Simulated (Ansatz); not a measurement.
The same ligand exchange along the group Ti, Zr, Hf.

Gas-phase electronic energies from Ansatz, PBE0-D4/def2-TZVP geometries. CBS: MP2 limit from def2 TZ/QZ plus the TZ coupled-cluster correction, frozen cores. This one scheme is used for every species. Functionals use def2-TZVPP. Elements past krypton have def2 core potentials. For Hf, Ti, Zr outer-core shells are correlated without core-valence functions, which leaves a few kJ/mol of doubt a bond. Scalar relativity is left out up to krypton. One conformer a species, not always the lowest.

```json
{"reaction": "`[NH2][Ti]([NH2])([NH2])[OH]` + NH₃ → `[NH2][Ti]([NH2])([NH2])[NH2]` + H₂O", "r2SCAN-D4 (eV)": "0.72", "CCSD/CBS(def2) (eV)": "0.63", "RPA@PBE/def2-TZVPP (eV)": "0.66", "CCSD(T)/CBS(def2) (eV)": "0.63"}
{"reaction": "`[NH2][Zr]([NH2])([NH2])[OH]` + NH₃ → `[NH2][Zr]([NH2])([NH2])[NH2]` + H₂O", "r2SCAN-D4 (eV)": "0.77", "CCSD/CBS(def2) (eV)": "0.74", "RPA@PBE/def2-TZVPP (eV)": "0.72", "CCSD(T)/CBS(def2) (eV)": "0.73"}
{"reaction": "`[NH2][Hf]([NH2])([NH2])[OH]` + NH₃ → `[NH2][Hf]([NH2])([NH2])[NH2]` + H₂O", "r2SCAN-D4 (eV)": "0.77", "CCSD/CBS(def2) (eV)": "0.73", "RPA@PBE/def2-TZVPP (eV)": "0.72", "CCSD(T)/CBS(def2) (eV)": "0.72"}
```

Largest T1 diagnostic: 0.024, for `[NH2][Ti]([NH2])([NH2])[OH]`.
